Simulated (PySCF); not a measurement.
Cu2, SMILES [Cu][Cu], multiplicity 1.

Geometry optimised at B3LYP-D3(BJ)/def2-TZVP. The multiplicity is an assumed one; other spin states were not compared.

All values below come from PySCF with TDDFT-PBE0/def2-TZVPD.

Vertical excitations; the highest root listed may be one member of a degenerate set. Isolated molecule, no solvent. State labels are in the subgroup D2h.

Computed UV-visible absorptions:
```tsv
state	symmetry	energy (eV)	λ (nm)	f	main pairs
S1	Ag	2.82	440	0.000	HOMO−1→LUMO 97 %
S2	B3u	2.89	430	0.003	HOMO−3→LUMO (degenerate set)
S3	B2u	2.89	430	0.003	HOMO−2→LUMO (degenerate set)
S4	B1u	2.93	423	0.209	HOMO→LUMO 86 %
S5	Ag	3.11	398	0.000	HOMO−4→LUMO (degenerate set)
S6	B1g	3.11	398	0.000	HOMO−5→LUMO (degenerate set)
S7	B1u	3.30	376	0.000	HOMO−6→LUMO (degenerate set)
S8	Au	3.30	376	0.000	HOMO−7→LUMO (degenerate set)
S9	B3g	3.69	336	0.000	HOMO−9→LUMO (degenerate set)
S10	B2g	3.69	336	0.000	HOMO−8→LUMO (degenerate set)
T1	B1u	1.80	689	0	HOMO→LUMO 99 %
T2	Ag	2.53	490	0	HOMO−1→LUMO 97 %
T3	B2u	2.62	473	0	HOMO−2→LUMO (degenerate set)
T4	B3u	2.62	473	0	HOMO−3→LUMO (degenerate set)
```
Triplets are in the Tamm–Dancoff approximation, which puts them higher than full response would, so one can lie above its singlet here.
